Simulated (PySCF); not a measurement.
Orbital picture of IO

PBE0 at R = 1.892 Å; PySCF, scalar-relativistic core potentials, basis sets I cc-pVTZ-PP with ECP28, O cc-pVTZ. State: ²Π (doublet), unpaired electrons π ↑. Only the outer orbitals are listed, counted within each symmetry, core potentials removing the inner ones.

```csv
spin,orbital,occ.,ε (eV),on I (%),main shells (%)
α,5σ,1,-27.90,15,"82 O s, 10 I s"
α,6σ,1,-19.61,85,"83 I s, 11 O s"
α,3π,1,-11.91,22,"78 O p, 20 I p"
α,7σ,1,-11.74,38,"57 O p, 33 I p"
α,3π,1,-10.69,35,"65 O p, 33 I p"
α,4π,1,-8.28,81,"80 I p, 19 O p"
α,4π,1,-7.49,69,"67 I p, 31 O p"
α,8σ,0,-2.27,79,"66 I p, 24 O p, 9 I d"
α,9σ,0,3.22,101,99 I s
α,2δ,0,6.05,100,100 I d
β,5σ,1,-26.53,21,"76 O s, 15 I s"
β,6σ,1,-19.05,81,"79 I s, 15 O s"
β,7σ,1,-11.25,41,"54 O p, 36 I p"
β,3π,1,-10.37,42,"58 O p, 40 I p"
β,3π,1,-9.36,72,"70 I p, 28 O p"
β,4π,1,-7.20,62,"60 I p, 38 O p"
β,4π,0,-4.24,35,"65 O p, 30 I p"
β,8σ,0,-1.96,77,"62 I p, 26 O p, 10 I d"
β,9σ,0,3.33,101,100 I s
```

Which are the highest filled and the lowest empty level, where do they sit, and how wide is the gap?

Highest filled β 4π at -7.20 eV (in %: 60 I p, 38 O p); lowest empty β 4π at -4.24 eV (in %: 65 O p, 30 I p); the gap at PBE0 is 2.96 eV. Both belong to one degenerate shell, split only by its one-sided filling, so this is no excitation gap.

The bond order (Mayer) is 1.53, the ⟨S²⟩ is 0.757 and the charge on I (Mulliken, basis-dependent) is 0.37. The charge on I (Löwdin, basis-dependent) is 0.39 and the dipole moment (positive dipole means I(−)O(+)) is -2.25 D. The polarisability along the bond is 43.5 bohr³. The polarisability across the bond is 25.5 bohr³.

Shares are Mulliken populations and can fall outside 0 to 100 %.

Spin–orbit coupling is left out. The state was picked by a PBE0 search and need not be the measured ground state.
